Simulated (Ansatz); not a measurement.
3-phenylpyridine (C11H9N), SMILES c1ccc(-c2cccnc2)cc1. Atoms are numbered in the order given.

```xyz
21

C      3.5280     0.2118     0.1579
C      2.9142    -0.9943    -0.1775
C      1.5262    -1.0811    -0.2363
C      0.7235     0.0355     0.0401
C     -0.7495    -0.0575    -0.0233
C     -1.4410    -1.1964     0.4074
C     -2.8283    -1.2256     0.3240
C     -3.4883    -0.1080    -0.1858
N     -2.8510     0.9812    -0.6063
C     -1.5262     0.9986    -0.5283
C      1.3539     1.2425     0.3772
C      2.7422     1.3296     0.4346
H      4.6173     0.2804     0.2037
H      3.5218    -1.8738    -0.4039
H      1.0551    -2.0238    -0.5254
H     -0.8923    -2.0437     0.8264
H     -3.3940    -2.0972     0.6599
H     -4.5821    -0.0946    -0.2564
H     -1.0284     1.8988    -0.9077
H      0.7464     2.1170     0.6214
H      3.2138     2.2769     0.7066
```
Charge 0, spin multiplicity 1.

Geometry optimised at PBE0-D3(BJ)/def2-SVP. One conformer was computed; it need not be the lowest.

Two levels are set side by side: PBE-D3(BJ)/def2-SVP (Ansatz, an electronic-structure program) and PBE0-D3(BJ)/def2-SVP (Ansatz). Each level has its own optimised geometry; the coordinates shown are those of the second. Differences are taken from unrounded values.

| quantity | PBE0-D3(BJ) | PBE-D3(BJ) | PBE-D3(BJ) minus PBE0-D3(BJ) |
|---|---|---|---|
| mean bond length (Å) | 1.270 | 1.279 | 0.009 |
| bond C1–C2 (Å) | 1.394 | 1.404 | 0.010 |
| bond C1–C12 (Å) | 1.394 | 1.404 | 0.010 |
| bond C2–C3 (Å) | 1.392 | 1.401 | 0.009 |
| bond C3–C4 (Å) | 1.403 | 1.414 | 0.011 |
| bond C4–C5 (Å) | 1.477 | 1.482 | 0.005 |
| bond C4–C11 (Å) | 1.403 | 1.414 | 0.011 |
| bond C5–C6 (Å) | 1.400 | 1.411 | 0.011 |
| bond C5–C10 (Å) | 1.405 | 1.416 | 0.012 |
| bond C6–C7 (Å) | 1.390 | 1.399 | 0.009 |
| bond C7–C8 (Å) | 1.394 | 1.405 | 0.010 |
| bond C8–N9 (Å) | 1.330 | 1.343 | 0.012 |
| bond N9–C10 (Å) | 1.327 | 1.339 | 0.012 |
| bond C11–C12 (Å) | 1.392 | 1.401 | 0.009 |
| bond C1–H13 (Å) | 1.092 | 1.100 | 0.008 |
| bond C2–H14 (Å) | 1.093 | 1.101 | 0.008 |
| bond C3–H15 (Å) | 1.093 | 1.101 | 0.008 |

GGA bonds tend to be longer and softer than those of functionals with exact exchange. Differences between two approximate levels are no errors against the true value.
